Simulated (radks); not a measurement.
All-electron atom: the niobium ion Nb+ in [Kr] 4d4.

Calculated with a radial shooting solver on a logarithmic mesh with Libxc functionals: scalar-relativistic Kohn-Sham, exchange-only B88, spin-polarised, spherical densities, finite nucleus; open shells are filled with parallel spins first (spin-orbit coupling, left out, can overturn this in heavy ions); Fermi nuclear charge, rms radius 4.324 fm.

Energy parts (eV):
| part | energy |
|---|---|
| total | -103892.131 |
| kinetic | 107018.848 |
| electron-nucleus | -250130.284 |
| Hartree | 42407.572 |
| exchange | -3188.267 |

Orbitals (lengths in bohr, moments of r in powers of bohr; r(max) is where P^2 peaks; r(90%) holds 90 % of the orbital's charge):
orbital  occ.  eigenvalue (eV)   r(max)  r(90%)     <r^2>      <r^4>
1s down     1        -18816.89  0.02349  0.0646  0.001757  7.985e-06
1s up       1        -18816.87  0.02349  0.0646  0.001757  7.986e-06
2s up       1        -2636.441   0.1332   0.244   0.02945   0.001493
2s down     1        -2636.116   0.1332   0.244   0.02944   0.001493
2p up       3        -2354.975   0.1064   0.224   0.02318   0.001071
2p down     3        -2354.738   0.1064   0.224   0.02318   0.001070
3s up       1        -443.8226   0.3956   0.656    0.2253    0.07891
3s down     1        -443.6423   0.3956   0.656    0.2253    0.07883
3p up       3        -351.8558   0.3893   0.675    0.2317    0.08800
3p down     3        -351.6541   0.3893   0.675    0.2316    0.08783
3d up       5        -201.4492   0.3343   0.695    0.2265     0.1007
3d down     5        -201.1361   0.3344   0.694    0.2261     0.1001
4s up       1         -64.5713    1.034    1.70     1.539      3.621
4s down     1         -62.3486    1.028    1.68     1.509      3.475
4p up       3         -40.8747    1.128    1.95     1.977      6.313
4p down     3         -38.2870    1.118    1.93     1.926      5.992
4d up       4          -9.5652    1.512    3.37     5.266      57.23

The highest occupied level is 4d up at -9.565 eV. The density falls to 0.001 e/bohr^3 at r = 4.09 bohr. Summed over all electrons, <r^2> = 40.12 bohr^2, which gives a Langevin (diamagnetic) susceptibility term of -31.8 x 10^-6 cm^3/mol.
